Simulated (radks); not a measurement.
Species: Lu LV. Configuration: [Ne] 3s2 3p5.

Calculated with a radial shooting solver on a logarithmic mesh with Libxc functionals: non-relativistic Kohn-Sham, PBE, spin-polarised, spherical densities, point nucleus; open shells are filled with parallel spins first (spin-orbit coupling, left out, can overturn this in heavy ions); relativity is left out, which matters for an element this heavy.

Energy parts (eV):
total: -297003.88
kinetic: 296982.20
electron-nucleus: -623339.27
Hartree: 33421.91
exchange-correlation: -4068.71

Orbitals (lengths in bohr, moments of r in powers of bohr; <r^-3> diverges for s and p1/2; r(90%) holds 90 % of the orbital's charge):
| orbital | occ. | eigenvalue (eV) | <1/r> | <r^-3> | <r^4> | r(90%) |
|---|---|---|---|---|---|---|
| 1s up | 1 | -62331.70 | 70.46 | - | 9.338e-07 | 0.0379 |
| 1s down | 1 | -62328.54 | 70.46 | - | 9.337e-07 | 0.0379 |
| 2s up | 1 | -13242.34 | 16.68 | - | 0.0001450 | 0.137 |
| 2s down | 1 | -13240.18 | 16.68 | - | 0.0001448 | 0.137 |
| 2p up | 3 | -12872.15 | 16.66 | 12690 | 0.00009096 | 0.122 |
| 2p down | 3 | -12868.93 | 16.66 | 12690 | 0.00009091 | 0.122 |
| 3s up | 1 | -5310.246 | 6.947 | - | 0.003794 | 0.307 |
| 3s down | 1 | -5301.722 | 6.942 | - | 0.003802 | 0.307 |
| 3p up | 3 | -5166.705 | 6.900 | 3246 | 0.003237 | 0.296 |
| 3p down | 2 | -5157.860 | 6.898 | 3244 | 0.003245 | 0.296 |

The highest occupied level is 3p down at -5157.9 eV. For comparison, the ionisation energy in NIST's Atomic Spectra Database is 5282 eV (theoretical). In exact Kohn-Sham theory the highest level is minus the ionisation energy, but local and semilocal functionals leave it too shallow, through self-interaction and a potential that decays too fast; potentials with the right tail come closer. The density falls to 0.001 e/bohr^3 at r = 0.62 bohr. The electron density at the nucleus is 2.561e+05 e/bohr^3. Summed over all electrons, <r^2> = 0.3959 bohr^2, which gives a Langevin (diamagnetic) susceptibility term of -0.314 x 10^-6 cm^3/mol.
